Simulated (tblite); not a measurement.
Record of a relaxation.

Species: C6H12N (doublet state).
SMILES with atom numbers: `[CH2:1][CH2:2][N:3]1[CH2:4][CH2:5][CH2:6][CH2:7]1` (hydrogens: H8, H9 on C1; H10, H11 on C2; H12, H13 on C4; H14, H15 on C5; H16, H17 on C6; H18, H19 on C7)

Computed with GFN2-xTB (tblite), gas phase: L-BFGS steps from a force-field or distance-geometry start until the largest atomic force falls under 0.01 eV/Å. 8 of its 49 geometries are shown.

Step 0: E = -593.2850 eV, largest atomic force 0.969 eV/Å
```
atom  x, y, z in Å  |  force x, y, z in eV/Å
C1      2.655    0.713   -0.253    0.010   0.046  -0.117
C2      1.709   -0.410   -0.014    0.588   0.742   0.206
N3      0.354   -0.060   -0.352   -0.309  -0.054   0.047
C4     -0.549   -1.209   -0.325    0.088   0.120   0.582
C5     -1.934   -0.588   -0.334   -0.586  -0.050  -0.743
C6     -1.750    0.804    0.252   -0.210   0.440   0.411
C7     -0.259    0.909    0.567   -0.013  -0.316  -0.199
H8      3.618    0.739    0.243   -0.362  -0.037  -0.141
H9      2.475    1.390   -1.078    0.022  -0.217   0.329
H10     2.043   -1.253   -0.625   -0.197  -0.288  -0.218
H11     1.790   -0.740    1.039    0.036  -0.069   0.126
H12    -0.425   -1.799    0.608    0.107   0.079  -0.100
H13    -0.402   -1.882   -1.161    0.245   0.014  -0.238
H14    -2.300   -0.502   -1.372    0.094  -0.112   0.372
H15    -2.658   -1.170    0.231    0.021  -0.115  -0.015
H16    -2.044    1.566   -0.465    0.009   0.057  -0.051
H17    -2.355    0.950    1.155    0.126   0.002  -0.145
H18    -0.087    0.621    1.618    0.129  -0.002   0.008
H19     0.108    1.929    0.422    0.204  -0.241  -0.116
```

Step 7: E = -593.3505 eV, largest atomic force 0.076 eV/Å
```
atom  x, y, z in Å  |  force x, y, z in eV/Å
C1      2.650    0.716   -0.256   -0.004  -0.009  -0.024
C2      1.715   -0.394   -0.004    0.028   0.043  -0.010
N3      0.345   -0.065   -0.340   -0.007   0.013   0.010
C4     -0.551   -1.206   -0.311   -0.002  -0.019  -0.004
C5     -1.952   -0.587   -0.346    0.010   0.000  -0.002
C6     -1.762    0.817    0.256    0.038  -0.008   0.011
C7     -0.264    0.894    0.564    0.025   0.031   0.006
H8      3.601    0.740    0.243   -0.073   0.011  -0.018
H9      2.466    1.395   -1.065   -0.032  -0.009   0.057
H10     1.995   -1.258   -0.633   -0.021  -0.042  -0.015
H11     1.809   -0.737    1.049   -0.003  -0.001  -0.001
H12    -0.414   -1.796    0.615   -0.034  -0.015  -0.010
H13    -0.360   -1.855   -1.166    0.017  -0.033  -0.018
H14    -2.308   -0.517   -1.373    0.016  -0.005   0.021
H15    -2.663   -1.188    0.220    0.011   0.017  -0.010
H16    -2.044    1.585   -0.465    0.016  -0.035   0.035
H17    -2.355    0.962    1.159    0.004   0.002  -0.038
H18    -0.070    0.617    1.616   -0.030   0.010   0.025
H19     0.152    1.886    0.394    0.040   0.050  -0.015
```

Step 14: E = -593.3537 eV, largest atomic force 0.041 eV/Å
```
atom  x, y, z in Å  |  force x, y, z in eV/Å
C1      2.644    0.710   -0.266    0.004  -0.011  -0.004
C2      1.716   -0.400   -0.007   -0.027  -0.003   0.003
N3      0.347   -0.068   -0.334   -0.038  -0.001   0.002
C4     -0.549   -1.209   -0.311   -0.014  -0.012   0.016
C5     -1.946   -0.586   -0.346    0.003  -0.018  -0.017
C6     -1.754    0.818    0.256   -0.005  -0.008  -0.013
C7     -0.256    0.898    0.566   -0.019   0.003   0.009
H8      3.585    0.748    0.245    0.019   0.030  -0.002
H9      2.440    1.408   -1.052   -0.026   0.006   0.014
H10     1.980   -1.270   -0.635    0.033  -0.013  -0.001
H11     1.812   -0.738    1.046    0.030  -0.024   0.014
H12    -0.423   -1.805    0.612    0.014   0.004   0.007
H13    -0.349   -1.858   -1.166   -0.022   0.012  -0.002
H14    -2.302   -0.516   -1.373    0.003   0.009   0.006
H15    -2.659   -1.184    0.220    0.004   0.015  -0.009
H16    -2.036    1.583   -0.466    0.007   0.011   0.003
H17    -2.353    0.961    1.155    0.022   0.012  -0.018
H18    -0.073    0.630    1.623    0.023  -0.017   0.005
H19     0.167    1.887    0.391   -0.011   0.004  -0.013
```

Step 21: E = -593.3555 eV, largest atomic force 0.033 eV/Å
```
atom  x, y, z in Å  |  force x, y, z in eV/Å
C1      2.640    0.703   -0.274   -0.007   0.027   0.017
C2      1.719   -0.410   -0.007   -0.003  -0.009   0.002
N3      0.349   -0.076   -0.327   -0.004  -0.006  -0.015
C4     -0.551   -1.213   -0.307    0.002   0.001  -0.001
C5     -1.946   -0.584   -0.348    0.009  -0.008   0.001
C6     -1.748    0.820    0.253   -0.005   0.001   0.010
C7     -0.252    0.896    0.568    0.001  -0.007  -0.011
H8      3.576    0.770    0.242    0.026  -0.003   0.008
H9      2.403    1.421   -1.031   -0.018   0.016  -0.018
H10     1.983   -1.280   -0.634    0.012  -0.007  -0.016
H11     1.826   -0.750    1.045    0.003  -0.002   0.020
H12    -0.425   -1.812    0.615   -0.018   0.006  -0.015
H13    -0.355   -1.857   -1.167   -0.005  -0.013   0.014
H14    -2.296   -0.512   -1.377    0.003  -0.003   0.017
H15    -2.663   -1.177    0.217   -0.008   0.008  -0.012
H16    -2.026    1.587   -0.469    0.010  -0.001  -0.005
H17    -2.347    0.967    1.149   -0.008   0.008   0.012
H18    -0.066    0.633    1.626   -0.005   0.000  -0.012
H19     0.169    1.886    0.383    0.016  -0.010   0.005
```

Step 27: E = -593.3563 eV, largest atomic force 0.035 eV/Å
```
atom  x, y, z in Å  |  force x, y, z in eV/Å
C1      2.635    0.710   -0.268   -0.015  -0.002  -0.002
C2      1.722   -0.412   -0.006   -0.003  -0.004   0.001
N3      0.350   -0.082   -0.328    0.017  -0.016   0.009
C4     -0.554   -1.216   -0.306    0.009  -0.001   0.005
C5     -1.946   -0.583   -0.348   -0.002   0.003  -0.004
C6     -1.747    0.821    0.252    0.020   0.010  -0.002
C7     -0.250    0.893    0.565    0.030  -0.013   0.000
H8      3.577    0.778    0.238   -0.016  -0.006  -0.011
H9      2.386    1.426   -1.024    0.009   0.007   0.007
H10     1.991   -1.281   -0.636   -0.002   0.033   0.010
H11     1.831   -0.755    1.046   -0.017   0.006  -0.021
H12    -0.432   -1.814    0.616   -0.002  -0.005   0.013
H13    -0.360   -1.865   -1.163   -0.001  -0.001   0.007
H14    -2.293   -0.510   -1.376   -0.007   0.007  -0.024
H15    -2.668   -1.173    0.213   -0.006  -0.009   0.014
H16    -2.019    1.587   -0.471   -0.009   0.007  -0.010
H17    -2.345    0.973    1.149    0.000  -0.004   0.000
H18    -0.064    0.631    1.623   -0.004  -0.006   0.007
H19     0.176    1.881    0.381    0.000  -0.006   0.000
```

Step 34: E = -593.3568 eV, largest atomic force 0.013 eV/Å
```
atom  x, y, z in Å  |  force x, y, z in eV/Å
C1      2.626    0.717   -0.265    0.003  -0.002  -0.001
C2      1.722   -0.413   -0.006    0.000   0.003  -0.007
N3      0.350   -0.089   -0.327   -0.001   0.003   0.000
C4     -0.556   -1.221   -0.303    0.001   0.000   0.000
C5     -1.946   -0.581   -0.350   -0.001   0.001   0.002
C6     -1.742    0.822    0.250   -0.004   0.000   0.000
C7     -0.245    0.889    0.565   -0.005   0.002   0.000
H8      3.574    0.781    0.232   -0.001  -0.001  -0.001
H9      2.373    1.435   -1.018    0.002   0.000   0.009
H10     2.000   -1.275   -0.640   -0.002  -0.001   0.001
H11     1.831   -0.759    1.045    0.003   0.002  -0.012
H12    -0.438   -1.816    0.621    0.000   0.005   0.005
H13    -0.364   -1.872   -1.158    0.003  -0.006   0.003
H14    -2.292   -0.507   -1.379    0.005  -0.005  -0.002
H15    -2.671   -1.168    0.212   -0.004   0.002   0.001
H16    -2.014    1.589   -0.474    0.007   0.002  -0.001
H17    -2.340    0.976    1.147   -0.004   0.000   0.002
H18    -0.063    0.626    1.623   -0.001  -0.003  -0.004
H19     0.185    1.874    0.380    0.000   0.000   0.005
```

Step 41: E = -593.3570 eV, largest atomic force 0.014 eV/Å
```
atom  x, y, z in Å  |  force x, y, z in eV/Å
C1      2.625    0.719   -0.266    0.004   0.002   0.000
C2      1.721   -0.413   -0.011    0.008   0.002   0.001
N3      0.349   -0.090   -0.329    0.001   0.006   0.007
C4     -0.557   -1.222   -0.299   -0.002   0.002   0.000
C5     -1.946   -0.581   -0.350    0.000   0.003   0.001
C6     -1.741    0.823    0.248   -0.004  -0.005  -0.005
C7     -0.245    0.887    0.565   -0.010   0.005   0.004
H8      3.573    0.780    0.230    0.000  -0.001  -0.003
H9      2.370    1.446   -1.010   -0.001  -0.002   0.004
H10     2.001   -1.274   -0.645   -0.004  -0.004  -0.013
H11     1.832   -0.760    1.039    0.002  -0.004   0.006
H12    -0.440   -1.811    0.630    0.001   0.003   0.005
H13    -0.363   -1.879   -1.149   -0.003  -0.005   0.002
H14    -2.287   -0.510   -1.382   -0.003   0.008   0.005
H15    -2.675   -1.164    0.211    0.007  -0.004  -0.007
H16    -2.007    1.591   -0.476   -0.007  -0.011  -0.001
H17    -2.341    0.978    1.144    0.006   0.005  -0.009
H18    -0.064    0.619    1.623    0.002   0.000   0.000
H19     0.187    1.871    0.384    0.003  -0.001   0.004
```

Step 48: E = -593.3572 eV, largest atomic force 0.008 eV/Å
```
atom  x, y, z in Å  |  force x, y, z in eV/Å
C1      2.625    0.720   -0.267    0.000   0.002   0.003
C2      1.722   -0.413   -0.016   -0.001   0.000   0.000
N3      0.348   -0.090   -0.329   -0.004   0.001  -0.005
C4     -0.557   -1.222   -0.294   -0.007   0.000   0.002
C5     -1.945   -0.581   -0.351   -0.005   0.001   0.000
C6     -1.741    0.824    0.246    0.002   0.000   0.001
C7     -0.245    0.885    0.567    0.002   0.000   0.000
H8      3.574    0.778    0.227    0.005  -0.003  -0.002
H9      2.365    1.455   -1.000   -0.002   0.001  -0.003
H10     1.999   -1.271   -0.655    0.003   0.001  -0.002
H11     1.835   -0.765    1.033    0.002  -0.008   0.002
H12    -0.442   -1.804    0.640    0.000  -0.002  -0.001
H13    -0.364   -1.887   -1.139    0.006   0.005   0.002
H14    -2.284   -0.509   -1.383    0.005  -0.001  -0.002
H15    -2.676   -1.164    0.207    0.001  -0.003   0.003
H16    -2.005    1.589   -0.481    0.002  -0.001   0.002
H17    -2.343    0.982    1.140   -0.001   0.001  -0.003
H18    -0.066    0.613    1.623   -0.006   0.003   0.005
H19     0.189    1.870    0.391   -0.002   0.003  -0.003
```

Problem. Summarise the path.

Solution. The energy falls by 6.97 kJ/mol from step 0 to step 48; nine tenths of that is first reached at step 7. It falls at every step. The largest force goes from 0.969 to 0.008 eV/Å. Among the bonds C5–C6 changes most, from 1.521 to 1.540 Å; the atoms move by 0.055 Å rms after alignment.

Problem. Follow the three bonds and two angles with the largest change from start to end.

Solution. 
```json
{"step": "0", "E above end (kJ/mol)": "6.97", "largest force (eV/Å)": "0.969", "C5–C6 (Å)": "1.521", "N3–C7 (Å)": "1.469", "C1–C2 (Å)": "1.488", "N3–C2–H10 (°)": "110.1", "N3–C7–H19 (°)": "113.1"}
{"step": "2", "E above end (kJ/mol)": "2.93", "largest force (eV/Å)": "0.307", "C5–C6 (Å)": "1.536", "N3–C7 (Å)": "1.460", "C1–C2 (Å)": "1.471", "N3–C2–H10 (°)": "108.3", "N3–C7–H19 (°)": "112.8"}
{"step": "4", "E above end (kJ/mol)": "1.44", "largest force (eV/Å)": "0.318", "C5–C6 (Å)": "1.536", "N3–C7 (Å)": "1.455", "C1–C2 (Å)": "1.467", "N3–C2–H10 (°)": "106.9", "N3–C7–H19 (°)": "111.4"}
{"step": "6", "E above end (kJ/mol)": "0.75", "largest force (eV/Å)": "0.103", "C5–C6 (Å)": "1.539", "N3–C7 (Å)": "1.452", "C1–C2 (Å)": "1.471", "N3–C2–H10 (°)": "106.5", "N3–C7–H19 (°)": "110.3"}
{"step": "8", "E above end (kJ/mol)": "0.58", "largest force (eV/Å)": "0.081", "C5–C6 (Å)": "1.540", "N3–C7 (Å)": "1.452", "C1–C2 (Å)": "1.473", "N3–C2–H10 (°)": "106.5", "N3–C7–H19 (°)": "110.1"}
{"step": "10", "E above end (kJ/mol)": "0.49", "largest force (eV/Å)": "0.051", "C5–C6 (Å)": "1.540", "N3–C7 (Å)": "1.452", "C1–C2 (Å)": "1.471", "N3–C2–H10 (°)": "106.4", "N3–C7–H19 (°)": "110.0"}
{"step": "13", "E above end (kJ/mol)": "0.37", "largest force (eV/Å)": "0.053", "C5–C6 (Å)": "1.540", "N3–C7 (Å)": "1.452", "C1–C2 (Å)": "1.469", "N3–C2–H10 (°)": "106.1", "N3–C7–H19 (°)": "110.0"}
{"step": "15", "E above end (kJ/mol)": "0.31", "largest force (eV/Å)": "0.037", "C5–C6 (Å)": "1.540", "N3–C7 (Å)": "1.452", "C1–C2 (Å)": "1.470", "N3–C2–H10 (°)": "106.2", "N3–C7–H19 (°)": "110.1"}
{"step": "17", "E above end (kJ/mol)": "0.26", "largest force (eV/Å)": "0.038", "C5–C6 (Å)": "1.540", "N3–C7 (Å)": "1.452", "C1–C2 (Å)": "1.471", "N3–C2–H10 (°)": "106.4", "N3–C7–H19 (°)": "110.1"}
{"step": "19", "E above end (kJ/mol)": "0.20", "largest force (eV/Å)": "0.044", "C5–C6 (Å)": "1.540", "N3–C7 (Å)": "1.452", "C1–C2 (Å)": "1.470", "N3–C2–H10 (°)": "106.5", "N3–C7–H19 (°)": "110.1"}
{"step": "21", "E above end (kJ/mol)": "0.16", "largest force (eV/Å)": "0.033", "C5–C6 (Å)": "1.540", "N3–C7 (Å)": "1.452", "C1–C2 (Å)": "1.469", "N3–C2–H10 (°)": "106.4", "N3–C7–H19 (°)": "110.1"}
{"step": "23", "E above end (kJ/mol)": "0.13", "largest force (eV/Å)": "0.025", "C5–C6 (Å)": "1.540", "N3–C7 (Å)": "1.452", "C1–C2 (Å)": "1.470", "N3–C2–H10 (°)": "106.3", "N3–C7–H19 (°)": "110.2"}
{"step": "25", "E above end (kJ/mol)": "0.12", "largest force (eV/Å)": "0.022", "C5–C6 (Å)": "1.540", "N3–C7 (Å)": "1.452", "C1–C2 (Å)": "1.471", "N3–C2–H10 (°)": "106.4", "N3–C7–H19 (°)": "110.2"}
{"step": "27", "E above end (kJ/mol)": "0.09", "largest force (eV/Å)": "0.035", "C5–C6 (Å)": "1.539", "N3–C7 (Å)": "1.452", "C1–C2 (Å)": "1.471", "N3–C2–H10 (°)": "106.5", "N3–C7–H19 (°)": "110.1"}
{"step": "29", "E above end (kJ/mol)": "0.06", "largest force (eV/Å)": "0.026", "C5–C6 (Å)": "1.540", "N3–C7 (Å)": "1.452", "C1–C2 (Å)": "1.470", "N3–C2–H10 (°)": "106.6", "N3–C7–H19 (°)": "110.0"}
{"step": "31", "E above end (kJ/mol)": "0.05", "largest force (eV/Å)": "0.018", "C5–C6 (Å)": "1.540", "N3–C7 (Å)": "1.451", "C1–C2 (Å)": "1.470", "N3–C2–H10 (°)": "106.6", "N3–C7–H19 (°)": "110.0"}
{"step": "33", "E above end (kJ/mol)": "0.04", "largest force (eV/Å)": "0.013", "C5–C6 (Å)": "1.540", "N3–C7 (Å)": "1.451", "C1–C2 (Å)": "1.471", "N3–C2–H10 (°)": "106.6", "N3–C7–H19 (°)": "110.0"}
{"step": "35", "E above end (kJ/mol)": "0.04", "largest force (eV/Å)": "0.016", "C5–C6 (Å)": "1.540", "N3–C7 (Å)": "1.451", "C1–C2 (Å)": "1.471", "N3–C2–H10 (°)": "106.6", "N3–C7–H19 (°)": "110.0"}
{"step": "38", "E above end (kJ/mol)": "0.03", "largest force (eV/Å)": "0.018", "C5–C6 (Å)": "1.540", "N3–C7 (Å)": "1.451", "C1–C2 (Å)": "1.470", "N3–C2–H10 (°)": "106.7", "N3–C7–H19 (°)": "110.0"}
{"step": "40", "E above end (kJ/mol)": "0.02", "largest force (eV/Å)": "0.015", "C5–C6 (Å)": "1.540", "N3–C7 (Å)": "1.451", "C1–C2 (Å)": "1.470", "N3–C2–H10 (°)": "106.7", "N3–C7–H19 (°)": "110.1"}
{"step": "42", "E above end (kJ/mol)": "0.02", "largest force (eV/Å)": "0.018", "C5–C6 (Å)": "1.541", "N3–C7 (Å)": "1.451", "C1–C2 (Å)": "1.471", "N3–C2–H10 (°)": "106.7", "N3–C7–H19 (°)": "110.1"}
{"step": "44", "E above end (kJ/mol)": "0.01", "largest force (eV/Å)": "0.014", "C5–C6 (Å)": "1.540", "N3–C7 (Å)": "1.451", "C1–C2 (Å)": "1.471", "N3–C2–H10 (°)": "106.6", "N3–C7–H19 (°)": "110.2"}
{"step": "46", "E above end (kJ/mol)": "0.00", "largest force (eV/Å)": "0.012", "C5–C6 (Å)": "1.540", "N3–C7 (Å)": "1.451", "C1–C2 (Å)": "1.471", "N3–C2–H10 (°)": "106.6", "N3–C7–H19 (°)": "110.1"}
{"step": "48", "E above end (kJ/mol)": "0.00", "largest force (eV/Å)": "0.008", "C5–C6 (Å)": "1.540", "N3–C7 (Å)": "1.451", "C1–C2 (Å)": "1.470", "N3–C2–H10 (°)": "106.6", "N3–C7–H19 (°)": "110.2"}
```

The cost below is that of the whole relaxation. Time: 0.29 s. Hardware: AMD EPYC 7B13, one thread (shared host).
